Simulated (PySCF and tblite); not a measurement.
The numbers below are computed, except where a source is named.
## C6H12O, numbered as in [CH3:1][C@H:2]1[CH2:3][CH2:4][CH2:5][CH2:6][O:7]1: conformational analysis

Search: ETKDG and KDG, MMFF94s, GFN2-xTB, 90 starts; geometries at PBE0-D3(BJ)/def2-SVP. Free energies are PBE0-D3(BJ)/def2-TZVP single points with GFN2-xTB rigid-rotor and vibrational terms (modes under about 100 cm⁻¹ blended into free rotors). Symmetry numbers and mirror images are counted. Conformers within 4 kcal/mol (GFN2-xTB free energy) were kept, 5 at most. GIAO shieldings: PBE0/pcSseg-1. Shifts are against TMS (¹H), TMS (¹³C) at the same level; of two unlike H on one atom, a is the less shielded. (PySCF 2.14, tblite 0.8.)

The 6-ring runs over atoms 2–3–4–5–6–7.

```
conformer                                       shape  symmetry  E(GFN2) kcal/mol  E(DFT) kcal/mol  G(298.15 K) kcal/mol  weight %  dipole D
        1  6-ring chair (all substituents equatorial)        C1              0.00             0.00                  0.00      99.5      1.29
        2                     6-ring chair (C1 axial)        C1              1.18             2.83                  3.16       0.5      1.35
```

Weights (%) against temperature:

```tsv
T (K)	1	2	S(mix) cal/mol/K
180	100.0	0.0	0.00
230	99.9	0.1	0.02
298.15	99.5	0.5	0.06
330	99.2	0.8	0.09
400	98.3	1.7	0.17
```

Averaged shifts at 298.15 K. ¹H: 3.89 (H6a, 1H), 3.27 (H6b, 1H), 2.98 (H2, 1H), 1.68 (H4a, 1H), 1.42 (H5a, 1H), 1.31 (H4b, 1H), 1.19 (H3a, 1H), 1.11 (H1, 3H), 1.11 (H5b, 1H), 1.02 (H3b, 1H) ppm. ¹³C: 74.2 (C2), 69.4 (C6), 35.3 (C3), 28.1 (C5), 26.1 (C4), 23.9 (C1) ppm.

Coordinates of conformer 1 (Å):

```xyz
19

C     2.394    0.033   -0.430
C     1.004   -0.051    0.159
C     0.126    1.147   -0.190
C    -1.291    0.955    0.339
C    -1.837   -0.395   -0.112
C    -0.849   -1.497    0.234
O     0.421   -1.249   -0.308
H     2.982   -0.852   -0.150
H     2.917    0.933   -0.074
H     2.337    0.071   -1.529
H     1.083   -0.106    1.269
H     0.106    1.248   -1.289
H     0.578    2.069    0.213
H    -1.274    0.989    1.444
H    -1.947    1.777    0.011
H    -2.815   -0.606    0.351
H    -1.989   -0.388   -1.205
H    -0.778   -1.599    1.339
H    -1.178   -2.469   -0.165
```

Coordinates of conformer 2 (Å):

```xyz
19

C     1.129    1.553    0.672
C     1.233    0.185    0.009
C     0.559   -0.935    0.806
C    -0.962   -0.868    0.701
C    -1.373   -0.805   -0.766
C    -0.631    0.323   -1.466
O     0.761    0.202   -1.326
H     1.558    2.321    0.012
H     1.688    1.561    1.620
H     0.092    1.840    0.899
H     2.304   -0.056   -0.090
H     0.889   -0.897    1.857
H     0.903   -1.900    0.396
H    -1.420   -1.736    1.201
H    -1.341    0.025    1.228
H    -1.118   -1.757   -1.262
H    -2.461   -0.663   -0.873
H    -0.831    0.317   -2.548
H    -0.988    1.300   -1.078
```

Shifts are unscaled: against experiment ¹³C can be off by 15 ppm or more and ¹H by 0.8 ppm.

Search and properties took 120 s on 1 thread of Arm Neoverse V1, on a host shared with other jobs (rough), launched as `OMP_NUM_THREADS=1 python ens_run.py task.json out`.
